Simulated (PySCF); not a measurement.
SiCl4 (singlet). Method: PBE0 in PySCF with Si def2-TZVP, Cl def2-TZVP; no relativity; density-fitted integrals.

Harmonic bands of its minimum:

```tsv
ω (cm⁻¹)	IR (km/mol, summed over degenerate members)	degeneracy
144	0.0	2
219	16.6	3
423	0.0	1
624	540	3
```

The central atom is Si. Infer the point group and assign the bands.

Td. The modes span e + 2t2 + a1: 144 e, 219 t2, 423 a1, 624 t2. The computed geometry has Si–Cl 2.022 Å (×4); Cl–Si–Cl 109.5° (×6).
